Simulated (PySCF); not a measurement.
Numbering as in the mapped SMILES `[N:1]#[C:2][Si@H:3]([NH2:4])[OH:5]` (H(Xn): hydrogen on atom n).

Geometry: PBE0-D3(BJ)/def2-SVP; GIAO absolute shieldings from PySCF 2.14.0 with density-fitted response routines, gas phase, non-relativistic, averaged over equivalent atoms.

At B97-D/pcSseg-2 (243 basis functions, 26 s wall time on 1 thread of an Arm Neoverse V2, shared host):
```json
{"atoms": "N1", "σ (ppm)": "-77.2"}
{"atoms": "N4", "σ (ppm)": "215.7"}
{"atoms": "C2", "σ (ppm)": "56.4"}
{"atoms": "Si3", "σ (ppm)": "402.4"}
{"atoms": "O5", "σ (ppm)": "243.4"}
{"atoms": "H(Si3)", "σ (ppm)": "26.81"}
{"atoms": "H(O5)", "σ (ppm)": "29.58"}
{"atoms": "H(N4)", "σ (ppm)": "29.79"}
```

What do these become at WP04/pcSseg-2?

Answers


```csv
atoms,σ at WP04/pcSseg-2,change
N1,-95.2,-18.0
N4,217.9,+2.2
C2,45.1,-11.3
Si3,397.9,-4.5
O5,257.3,+13.9
H(Si3),27.44,+0.63
H(O5),29.83,+0.25
H(N4),30.10,+0.31
```

The largest change is at N1 (nitrile nitrogen). Cost: 243 basis functions, 41 s wall time on 1 thread of an Arm Neoverse N1, shared host.
